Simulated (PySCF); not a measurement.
Identify the unknown among the candidates.

All candidates are C6H14O.

* Dipole: 1.22 D [PBE0/pcSseg-1]
* 13C NMR: chemical shifts (computed TMS as zero) by class: 77.7 (2 C), 26.8 (2 C), 11.6 (2 C) ppm [GIAO PBE0/pcSseg-1]
* 1H NMR: chemical shifts (computed TMS as zero) by class: 3.51 (4 H), 1.65 (4 H), 0.89 (6 H) ppm [GIAO PBE0/pcSseg-1]
* NMR, other nuclei: isotropic shieldings of nuclei other than C and H, by class: 280 (1 O) ppm [GIAO PBE0/pcSseg-1]
* Rotational structure: rotational constants A, B, C: 8.537, 0.900, 0.855 GHz [GFN2-xTB]

The electronic properties come from PySCF, for the isolated species, density fitting. Levels stand in brackets. One conformer (not necessarily the lowest) at the GFN2-xTB geometry, without solvent, vibrations or thermal averaging. Each NMR value is the plain mean over a class of atoms that symmetry, rotation or inversion makes alike.

Question: Which candidate is it?
A. `COCC(C)(C)C`
B. `CCC(CC)OC`
C. `CCCOCCC`

Answer: C. It is `CCCOCCC`. Numbering: `[CH3:1][CH2:2][CH2:3][O:4][CH2:5][CH2:6][CH3:7]`. Its formula, C6H14O, gives 0 degrees of unsaturation, so no ring and no π bond. 6 carbons fall into 3 classes; from least to most shielded: sp3 carbon bound to oxygen [C3/C5] (77.7 ppm, 2 C), chain CH2 carbon [C2/C6] (26.8 ppm, 2 C, up to 2.8 ppm apart in this geometry), methyl carbon [C1/C7] (11.6 ppm, 2 C). Hydrogen classes from least to most shielded: 4 H on 2 like atoms (sp3 carbon bound to oxygen), C3/C5 (3.51 ppm, a mean of values up to 1.0 ppm apart in this geometry), 4 H on 2 chain CH2 carbons, C2/C6 (1.65 ppm, a mean of values up to 0.5 ppm apart in this geometry), 6 H on 2 methyl carbons, C1/C7 (0.89 ppm, a mean of values up to 0.6 ppm apart in this geometry). The other shieldings belong to: 280 ppm, ether oxygen [O4]. The optimised geometry has point group C1 and is an asymmetric top.

The others, at the same levels:
- `COCC(C)(C)C` fails: it has 4 carbon classes against 3; its computed 13C shifts are 87.2 (1 C), 61.4 (1 C), 34.8 (1 C), 28.2 (3 C) ppm, 1H shifts are 3.56 (3 H), 3.04 (2 H), 0.94 (9 H) ppm and rotational constant A is 4.257 GHz (against 8.537 GHz).
- `CCC(CC)OC` fails: it has 4 carbon classes against 3; its computed 13C shifts are 86.1 (1 C), 58.5 (1 C), 29.2 (2 C), 10.7 (2 C) ppm, 1H shifts are 3.49 (3 H), 3.01 (1 H), 1.58 (2 H), 1.33 (2 H), 1.00 (6 H) ppm and rotational constant A is 2.825 GHz (against 8.537 GHz).

Each candidate is one conformer, not necessarily the lowest. The conformers computed, where there is a choice (atom-mapped SMILES and torsion angles):
- `[CH3:1][CH2:2][CH2:3][O:4][CH2:5][CH2:6][CH3:7]`: C1–C2–C3–O4 -179°, C2–C3–O4–C5 -164°, C3–O4–C5–C6 -70°, O4–C5–C6–C7 -172°
- `[CH3:1][O:2][CH2:3][C:4]([CH3:5])([CH3:6])[CH3:7]`: C1–O2–C3–C4 180°, O2–C3–C4–C5 -60°
- `[CH3:1][CH2:2][CH:3]([CH2:4][CH3:5])[O:6][CH3:7]`: C1–C2–C3–C4 -168°, C2–C3–C4–C5 -63°, C2–C3–O6–C7 -162°
